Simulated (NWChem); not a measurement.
H2BO3 anion

```xyz
6

O      0.0057    -1.4881     0.0000
B      0.0008    -0.2076     0.0000
O     -1.2148     0.6019    -0.0003
O      1.2101     0.6112     0.0003
H     -1.0478     1.5482     0.0179
H      1.0360     1.5562    -0.0180
```
Atoms are numbered in this order, from 1.

Results from NWChem. Pople sets run with spherical d functions. Sets without diffuse functions describe the anion's extra electron poorly. Structure relaxed at the B3LYP/def2-SVPD level. The highest occupied level is positive in some or all of these runs, so the extra electron may be held by the finite basis. B3LYP is NWChem's, with the RPA form of VWN correlation. Atomic charges in e: unrestrained fits to the electrostatic potential beside Mulliken populations; buried atoms are poorly determined by the fit.

For level Hartree-Fock/6-31G*:

| Quantity | Result |
|---|---|
| ESP O1 | -0.98 |
| Mulliken O1 | -0.79 |
| ESP B2 | 1.02 |
| Mulliken B2 | 0.76 |
| Mulliken O3 | -0.86 |
| Mulliken O4 | -0.86 |

How do the values read with level B3LYP/def2-SVP instead?


| Property | Value |
|---|---|
| ESP O1 | -0.88 |
| Mulliken O1 | -0.39 |
| ESP B2 | 0.82 |
| Mulliken B2 | -0.17 |
| Mulliken O3 | -0.30 |
| Mulliken O4 | -0.30 |
